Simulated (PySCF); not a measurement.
# Badger's rule along the third period: bonds to Tl

PBE0 in PySCF with def2-SVPD on every atom (core potentials on Tl), for the lowest determinant that a PBE0 search found; no spin–orbit coupling. Badger's rule says that Re = d + c·k^(−1/3) for bonds between atoms of fixed rows.

```json
{"molecule": "TlCl", "state (unpaired electrons)": "singlet (closed shell)", "Re (Å)": "2.552", "k (mdyn/Å)": "1.36"}
{"molecule": "TlS", "state (unpaired electrons)": "doublet (π ↑)", "Re (Å)": "2.633", "k (mdyn/Å)": "?"}
{"molecule": "TlSi", "state (unpaired electrons)": "quartet (σ ↑, π ↑↑)", "Re (Å)": "2.687", "k (mdyn/Å)": "?"}
{"molecule": "TlP", "state (unpaired electrons)": "triplet (π ↑↑)", "Re (Å)": "2.736", "k (mdyn/Å)": "?"}
{"molecule": "AlTl", "state (unpaired electrons)": "triplet (σ ↑, π ↑)", "Re (Å)": "2.926", "k (mdyn/Å)": "0.464"}
```

Task: Fix c and d from TlCl and AlTl.

Result: c = (2.926 − 2.552)/(0.464^(−1/3) − 1.36^(−1/3)) = 0.961, d = 2.552 − c·1.36^(−1/3) = 1.684 Å.

Task: Predict k of the others and set the computed values beside them.

Result: 

| molecule | k by the rule | k computed | difference (%) |
| --- | --- | --- | --- |
| TlS | 1.04 | 1.13 | -8 |
| TlSi | 0.881 | 0.778 | 13 |
| TlP | 0.764 | 0.890 | -14 |

The rule misses by 12 % on average; it knows nothing of spin state or of how ionic a bond is, and both change along this series.

Spin–orbit coupling is left out, which matters for elements this heavy, above all for dissociation energies. States were picked by a PBE0 search and need not be the measured ground states.
